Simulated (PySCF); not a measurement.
## C (carbon, neutral) across methods

[He] 2s1 2p2 3s1, high-spin 5P determinant (an excited configuration). Calculation: PySCF 2.14, in aug-cc-pV5Z (7s6p5d4f3g2h, 127 functions); the non-relativistic Hamiltonian (point nucleus).

```
   method  E (hartree)  mean ε 2s α (eV)  mean ε 2p α (eV)  mean ε 3s α (eV)  Σ⟨r²⟩ (bohr²)   ⟨S²⟩
      LDA     -37.0021           -21.195           -12.709            -2.061          35.67  6.000
      PBE     -37.3351           -21.395           -12.773            -2.057          36.12  6.000
   r2SCAN     -37.3804           -22.350           -13.385            -2.039          36.21  6.000
   PBEsol     -37.1659           -21.291           -12.675            -2.034          36.23  6.000
      UHF    -37.29050           -30.867           -19.976            -3.475          36.29  6.000
    TPSSh     -37.3895           -22.724           -13.655            -2.192          36.55  6.000
BHandHLYP     -37.3684           -25.929           -16.234            -2.647          36.11  6.000
```

Task: Estimate the same row for PBE0.

Result: E (hartree) = -37.3461; mean ε 2s α (eV) = -23.862; mean ε 2p α (eV) = -14.662; mean ε 3s α (eV) = -2.487; Σ⟨r²⟩ (bohr²) = 36.23; ⟨S²⟩ = 6.000.

The outer electron is Rydberg-like, and this basis confines it to a smaller radius and binds it less than a complete one would.
